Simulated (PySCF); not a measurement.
**A survey of 29Si NMR shifts**

PySCF 2.14.0 with density-fitted response routines calculation with σ from GIAO-PBE0/pcSseg-1 and GFN2-xTB structure; one computed conformer, averaged over atoms made equivalent by symmetry, fast rotation or ring inversion, no solvent, no relativistic terms.

Shieldings were converted by a linear fit to measured shifts: 29Si: δ = 279.94 − 0.822σ (rms 8.9 ppm, 72 shifts, 25.8 ppm with the 6 outliers that the fit left out vs TMS, solution or neat liquid). Occasional misses reach two or three times the rms, and more in compound classes unlike the fitted ones.

(1) Give the 29Si shifts of `C#CC(=C)[C@H]1CN[SiH2]N1`, `CC(C)(C)[Si@H](F)S[SiH3]`, `C#C[C@@H](C#N)CCN[SiH3]`, `[SiH3]NNc1ccccc1`, `C#C[Si@@]1(NC)C=CCN1`.

(2) Match the shifts -32.8, -45.1, -61.3 ppm to `N#C[SiH2][C@@H]1CC=NCC1`, `c1nc(C2C[SiH2]C2)c[nH]1`, `C[Si@@H](C#N)N[C@@H]1[C@@H]2C[C@@H]21`.

Results:

(1) 
```json
{"compound": "C#CC(=C)[C@H]1CN[SiH2]N1", "environment": "silicon bonded to 2 N, 2 H, in a 5-membered ring", "δ (ppm)": "-26.4"}
{"compound": "[CH3:1][C:2]([CH3:3])([CH3:4])[Si@H:5]([F:6])[S:7][SiH3:8]", "environment": "Si5: silicon bonded to C, F, S, H", "δ (ppm)": "15.8"}
{"compound": "[CH3:1][C:2]([CH3:3])([CH3:4])[Si@H:5]([F:6])[S:7][SiH3:8]", "environment": "Si8: silicon bonded to S, 3 H", "δ (ppm)": "-56.6"}
{"compound": "C#C[C@@H](C#N)CCN[SiH3]", "environment": "silicon bonded to N, 3 H", "δ (ppm)": "-56.0"}
{"compound": "[SiH3]NNc1ccccc1", "environment": "silicon bonded to N, 3 H", "δ (ppm)": "-56.2"}
{"compound": "C#C[Si@@]1(NC)C=CCN1", "environment": "silicon bonded to 2 C, 2 N, in a 5-membered ring", "δ (ppm)": "-34.0"}
```

(2) -32.8: c1nc(C2C[SiH2]C2)c[nH]1 (silicon bonded to 2 C, 2 H, in a 4-membered ring); -45.1: C[Si@@H](C#N)N[C@@H]1[C@@H]2C[C@@H]21 (silicon bonded to 2 C, N, H); -61.3: N#C[SiH2][C@@H]1CC=NCC1 (silicon bonded to 2 C, 2 H).
